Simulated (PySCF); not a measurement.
Species: C₈H₉ (doublet state).
Cartesian coordinates in Å at the GFN2-xTB level; atoms count from 1:
```
atom  x, y, z in Å
C1    -3.6773    0.2977    1.0963
C2    -2.4433    0.2454    0.7229
C3    -1.1723    0.2075    0.3225
C4    -0.7588    0.9884   -0.8995
C5    -0.2028   -0.5466    1.0127
C6     1.1176   -0.6060    0.6225
C7     2.2795   -0.6579    0.2770
C8     3.6657   -0.7314   -0.1192
H9    -4.4206   -0.4035    0.7393
H10   -4.0418    1.0438    1.7909
H11    0.0152    1.7075   -0.6355
H12   -1.6082    1.5182   -1.3233
H13   -0.3485    0.3136   -1.6495
H14   -0.4977   -1.1075    1.8886
H15    3.8372   -0.1291   -1.0116
H16    3.9421   -1.7652   -0.3338
H17    4.3071   -0.3630    0.6832
```

The hyperfine couplings belong to this conformer and change with its torsions.

Identity: `C=C=C(C)[CH]C#CC` [radical].

Level of theory: PySCF, UKS B3LYP, pcH-1 on C H, non-relativistic, mean-field spin-orbit, GIAO. The structure is a single GFN2-xTB conformer in the gas phase; no vibrational or solvent corrections. GFN2-xTB frequencies show an imaginary mode (40i cm⁻¹), so this geometry is no minimum at that level. A GFN2-xTB geometry isn't a minimum of the functional, and hyperfine couplings can be far from their values at a DFT geometry. Stability of the SCF solution: not tested. ⟨S²⟩ is 0.779 where a pure state has 0.75.

**Question.** Where do the isotropic ENDOR lines of C5, C6, C3, C2, C7, C1, C8, H9/H10, H14 and H15/H16/H17 fall at 348.3 mT, to first order?

**Answer.** For S = 1/2 in fast tumbling each set of equivalent nuclei gives two lines, ν± = |νn ± a/2| to first order, with νn = g_N μN B/h and μN/h = 7.62259 MHz/T.

| nuclei | isotope | g_N | νn (MHz) | a_iso (MHz) | lower line (MHz) | upper line (MHz) |
| --- | --- | --- | --- | --- | --- | --- |
| C5 | 13C | 1.4048 | 3.73 | 54.90 | 23.72 | 31.18 |
| C6 | 13C | 1.4048 | 3.73 | -50.94 | 21.74 | 29.20 |
| C3 | 13C | 1.4048 | 3.73 | -43.25 | 17.90 | 25.35 |
| C2 | 13C | 1.4048 | 3.73 | 37.50 | 15.02 | 22.48 |
| C7 | 13C | 1.4048 | 3.73 | 33.01 | 12.78 | 20.23 |
| C1 | 13C | 1.4048 | 3.73 | -29.82 | 11.18 | 18.64 |
| C8 | 13C | 1.4048 | 3.73 | -14.64 | 3.59 | 11.05 |
| H9/H10 | 1H | 5.5857 | 14.83 | 82.21 | 26.28 | 55.94 |
| H14 | 1H | 5.5857 | 14.83 | -40.37 | 5.35 | 35.01 |
| H15/H16/H17 | 1H | 5.5857 | 14.83 | 32.54 | 1.44 | 31.10 |

The rows for 13C, of low natural abundance, apply to labelled samples.

**Question.** Which pairs are centred on the nuclear Larmor frequency, and which on half the coupling?

**Answer.** No pair is centred on νn. Centred on |a|/2 and split by 2νn: C5, C6, C3, C2, C7, C1, C8, H9/H10, H14 and H15/H16/H17.

**Question.** At what field would the lower line of C7 fall to zero frequency?

**Answer.** Where νn = |a|/2, that is B = 16.51 MHz/(1.4048 × 7.62259 MHz/T) = 1540 mT, as far as first order holds there.

Couplings of abundant isotopes left out: H11/H12/H13 (-8.7 MHz).

Nuclei that the bonding pattern makes equivalent are averaged, as if the motion that swaps them (rotation, inversion, ring flip) were fast. The three 1H nuclei of mean +32.5 MHz run from 4.8 to 46.5 MHz in the frozen geometry.
